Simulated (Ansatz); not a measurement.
Relative stability

The two ends of one reaction step of CH$_{6}$SSn, closed shell (PBE0-D4/def2-TZVP).

A:

```xyz
9
angstrom
Sn -0.4694 0.4554 -0.6217
S 1.4158 -0.0135 -2.0513
C -0.2527 -0.6301 1.2043
H -0.1635 -1.6932 0.9832
H -1.8201 -0.0644 -1.5252
H -0.5372 2.1399 -0.3344
H 2.3015 0.5670 -1.2250
H -1.1193 -0.4645 1.8455
H 0.6451 -0.2967 1.7245
```

B:

Sn1  (-0.949, 0.681, -0.064)
S2  (1.626, -0.454, -1.957)
C3  (-0.856, -0.201, 1.674)
H4  (1.497, -1.541, -1.180)
H5  (-1.919, 0.124, -1.339)
H6  (-0.269, 2.206, -0.366)
H7  (2.453, 0.136, -1.080)
H8  (-1.333, -1.158, 1.839)
H9  (-0.250, 0.205, 2.473)
(Å)

Ansatz 0.2.0; basis: def2-TZVPP; cores frozen in the correlated methods. Filled d shells of the heavier atoms are correlated. Core potentials replace the inner electrons of the atoms past krypton. The def2 sets are not built for correlating such inner shells, so the correlated values are less sure here. B3LYP uses VWN-RPA correlation.

Task: Which structure is lower at CCSD(T), and by how much? (To be estimated.)

Result: The calculation gives: A, by 64.23 kcal/mol (electronic energy, against the other). By their contacts, A is CH₆SSn ([CH3][SnH2][SH]) and B is a complex of CH₄Sn ([CH2][SnH2]) + H₂S.

All methods give the same order:

```json
{"method": "SPW92", "E(B) − E(A) (kcal/mol)": "64.41"}
{"method": "PBE-D4", "E(B) − E(A) (kcal/mol)": "62.78"}
{"method": "BLYP-D4", "E(B) − E(A) (kcal/mol)": "60.07"}
{"method": "r2SCAN-D4", "E(B) − E(A) (kcal/mol)": "66.59"}
{"method": "B97M-V", "E(B) − E(A) (kcal/mol)": "66.73"}
{"method": "PBE0-D4", "E(B) − E(A) (kcal/mol)": "67.69"}
{"method": "B3LYP-D4", "E(B) − E(A) (kcal/mol)": "64.39"}
{"method": "r2SCAN0-D4", "E(B) − E(A) (kcal/mol)": "69.61"}
{"method": "BHLYP-D4", "E(B) − E(A) (kcal/mol)": "69.72"}
{"method": "CAM-B3LYP-D4", "E(B) − E(A) (kcal/mol)": "67.26"}
{"method": "wB97X-V", "E(B) − E(A) (kcal/mol)": "69.72"}
{"method": "wB97M-V", "E(B) − E(A) (kcal/mol)": "67.56"}
{"method": "B2PLYP", "E(B) − E(A) (kcal/mol)": "64.60"}
{"method": "PBE-QIDH", "E(B) − E(A) (kcal/mol)": "69.50"}
{"method": "RPA on PBE", "E(B) − E(A) (kcal/mol)": "62.59"}
{"method": "HF", "E(B) − E(A) (kcal/mol)": "73.34"}
{"method": "MP2", "E(B) − E(A) (kcal/mol)": "65.70"}
{"method": "CCSD", "E(B) − E(A) (kcal/mol)": "66.30"}
{"method": "CCSD(T)", "E(B) − E(A) (kcal/mol)": "64.23"}
```

T1 diagnostic: at most 0.016. The restricted Hartree–Fock reference is unstable towards an unrestricted one at one or more of these structures.

Labels in which every atom is bracketed show which atoms are joined, not bond orders.

For scale, one of the runs: CCSD(T)/def2-TZVPP, 207 basis functions, launched by `ansatz run in.yaml --threads 4 --pin off --events-out ev --progress --plain --max-ram 9574MiB`. Time: 72 s of wall clock on 4 CPU threads of an Arm Neoverse V2; the host was shared. Peak host memory: 2.9 GiB.
